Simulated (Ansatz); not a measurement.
The pair A = CH4O (SMILES CO) (first 6 atoms), B = CH2F2 (SMILES FCF); geometry from B3LYP-D3(BJ)/def2-TZVP.
(charge 0, multiplicity 1):
```xyz
11

C      0.3873    -0.5809     0.4249
O      0.2626     0.7548     0.9094
H     -0.2698    -0.7641    -0.4311
H      0.0922    -1.2381     1.2403
H      1.4182    -0.8170     0.1429
H      0.5396     1.3643     0.2184
F     -0.0116    -1.0789     3.8709
C      0.2493     0.2395     4.1332
F      1.3901     0.3054     4.8805
H     -0.5757     0.6383     4.7259
H      0.4075     0.7537     3.1865
```

Correlated levels freeze the cores. MP2 and its Hartree–Fock in aug-cc-pVTZ are density fitted.

Codes used: Ansatz (Gaussian orbitals). Values without a source in brackets are computed.

The counterpoise-corrected interaction energy is E(AB) − E(A in the pair's basis) − E(B in the pair's basis). Total energies (hartree):

```json
[
 {"level": "HF/aug-cc-pVDZ", "AB": "-352.9959920", "A in the pair's basis": "-115.0616510", "B in the pair's basis": "-237.9314247"},
 {"level": "MP2/aug-cc-pVDZ", "AB": "-353.9126146", "A in the pair's basis": "-115.4224828", "B in the pair's basis": "-238.4855574"},
 {"level": "HF/aug-cc-pVTZ", "AB": "-353.0929069", "A in the pair's basis": "-115.0919181", "B in the pair's basis": "-237.9981721"},
 {"level": "MP2/aug-cc-pVTZ", "AB": "-354.2230522", "A in the pair's basis": "-115.5292097", "B in the pair's basis": "-238.6888136"},
 {"level": "CCSD(T)/aug-cc-pVDZ", "AB": "-353.9774647", "A in the pair's basis": "-115.4562969", "B in the pair's basis": "-238.5165249"}
]
```

Problem. Work out the counterpoise-corrected interaction energy at the basis-set limit: extrapolate the MP2 correlation part as X⁻³, take Hartree–Fock from the larger set, and add the CCSD(T) − MP2 difference of aug-cc-pVDZ.

Solution. 
1. Differences (1 hartree = 627.509 kcal/mol): HF/aug-cc-pVDZ -1.830; MP2/aug-cc-pVDZ -2.870; HF/aug-cc-pVTZ -1.768; MP2/aug-cc-pVTZ -3.156; CCSD(T)/aug-cc-pVDZ -2.914.
2. Correlation parts, MP2 less HF: -1.040 in aug-cc-pVDZ (X = 2), -1.388 in aug-cc-pVTZ (X = 3).
3. Limit (3³·(-1.388) − 2³·(-1.040))/(3³ − 2³) = -1.535; with HF/aug-cc-pVTZ it gives -3.302.
4. CCSD(T) less MP2 in aug-cc-pVDZ: -0.043.
Result: -3.35 kcal/mol, against -2.87 at MP2/aug-cc-pVDZ. It is an estimate of this method's limit, not of the exact value.

Ansatz is a first-principles code.
